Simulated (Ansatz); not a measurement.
The first iterations of a band of C$_{2}$H$_{7}$NSSi (12 atoms, charge 0, multiplicity 1).

These are results of RKS PBE-D4/def2-SVP in Ansatz 0.2.0, not measurements.

| Property | Result |
| --- | --- |
| movable images | 5 |
| climbing image | yes |
| spring | 5.0 eV/Å² |
| optimiser | quadratic models (default) |
| start path | through a guess of the saddle point |
| force threshold | 0.03 eV/Å |
| iteration limit | 60 |
| end points | relaxed |

Initial state:

```xyz
12
Properties=species:S:1:pos:R:3
S -2.288 -0.326 1.280
C -0.712 -1.215 0.933
Si 0.581 0.076 0.470
C 1.245 0.328 -1.255
N 0.031 1.106 -0.845
H -2.232 0.423 0.135
H -0.431 -1.740 1.869
H -0.847 -1.981 0.141
H 1.332 0.664 1.624
H 2.200 0.880 -1.374
H 1.077 -0.397 -2.076
H 0.122 2.127 -0.867
```

Final state:

```xyz
12
Properties=species:S:1:pos:R:3
S -2.320 -0.855 0.136
C -0.827 -0.873 1.200
Si 0.670 -0.006 0.438
C 0.770 0.604 -1.317
N 0.430 1.590 -0.245
H -1.731 -1.406 -0.963
H -1.123 -0.336 2.126
H -0.562 -1.907 1.507
H 1.963 -0.345 1.125
H 1.773 0.660 -1.788
H -0.038 0.440 -2.057
H 1.073 2.380 -0.129
```

| iteration | highest image above the first end (eV) | largest band force component (eV/Å) |
| --- | --- | --- |
| 1 | 0.922 | 3.549 |
| 2 | 0.295 | 1.329 |
| 3 | 0.143 | 0.336 |
| 4 | 0.130 | 0.514 |
| 5 | 0.130 | 0.271 |

Problem. Does the band converge within its limit, and where does its top end?

Solution. The run converged. It ended after 17 iterations with the highest image 0.120 eV above the first end. Beside the main top the profile has a ripple of under 15 meV (maxima at images 1, 4), which may be a very shallow well or noise. A structure lower than the first end lies on the path between it and the top, so the climb from that side starts below the end, which may itself be a saddle point or a shallow side well. A vibrational analysis at the climbing image gives one clearly imaginary mode, 130i cm⁻¹: a first-order saddle point.

The run took 5.4 min on 2 threads of Arm Neoverse N1, on a shared host, peak memory 0.16 GiB.
